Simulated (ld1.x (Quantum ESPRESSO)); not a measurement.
zirconium (Zr): one change to an RRKJ potential, before and after

```
Element                 : Zr (Z = 40)
Generator               : ld1.x (Quantum ESPRESSO) 7.5
Type                    : norm-conserving RRKJ (Kleinman–Bylander form)
Functional              : PBE
Relativity              : scalar-relativistic
Frozen core             : [Kr]
Valence charge          : 4
Reference configuration : 4d2 5s0.5 5p0 (charge +1.5)
Partial waves           : 5p (bound, empty): rc 2.95 bohr; 4d (bound): rc 2.65 bohr; 5s (bound): rc 3.05 bohr
Local potential         : the s channel
Core correction         : none
rho0                    : 0.01
```

Change: wave 4d (bound): rc 2.65 bohr becomes 4d (bound): rc 1.62 bohr.

Cutoffs: the cutoffs (Ry, on a coarse ladder) from which the occupation-weighted sum of valence levels, in a spherical-Bessel basis at the reference potential, stays within 10 and 1 mRy of its value at 400 Ry; they do not see the model core or the augmentation charge, which bear on the density cutoff. Errors are all-electron minus pseudo energies relative to the spin-unpolarised reference configuration.

Task: Predict the effect on cutoff, ghosts and configuration errors.

Result: The potential gets harder (18 Ry and 25 Ry → 30 Ry and 55 Ry); of the 7 tests that both files solve, the error grows in 0 and shrinks in 3 by more than 15 % and 0.3 meV (median size 46.9 → 48.2 meV); neither file shows a bound ghost. A smaller radius makes the pseudo-wave follow the all-electron one further in, where it bends more sharply, so more plane waves are needed. Less of the atom is replaced, so other configurations are described better.

```tsv
quantity	base	changed
cutoff, loose	18 Ry	30 Ry
cutoff, tight	25 Ry	55 Ry
loose cutoff by channel (10 mRy a level)	d 18 Ry, s 6 Ry	d 25 Ry, s 6 Ry
bound ghosts	none	none
error for 4d2 5s2 5p0, meV [ΔE -12.85 eV]	+125	+121
error for 4d2 5s1 5p0, meV [ΔE -5.71 eV]	+27	+27
error for 4d2 5s0 5p0, meV [ΔE 7.23 eV]	+47	+48
error for 4d3 5s1 5p0, meV [ΔE -11.65 eV]	+32	+25
error for 4d1 5s2 5p0, meV [ΔE -5.18 eV]	+209	+149
error for 4d1 5s2 5p1, meV [ΔE -9.84 eV]	+252	+186
error for 4d2 5s0 5p1, meV [ΔE -1.99 eV]	+18	+18
s: phases at 3.29 bohr within 0.05 rad from the reference energy up to (Ry; the scan ends near 5)	1.0	1.0
p: phases at 3.29 bohr within 0.05 rad from the reference energy up to (Ry; the scan ends near 5)	1.4	1.4
d: phases at 3.29 bohr within 0.05 rad from the reference energy up to (Ry; the scan ends near 5)	-0.0	-0.0
```
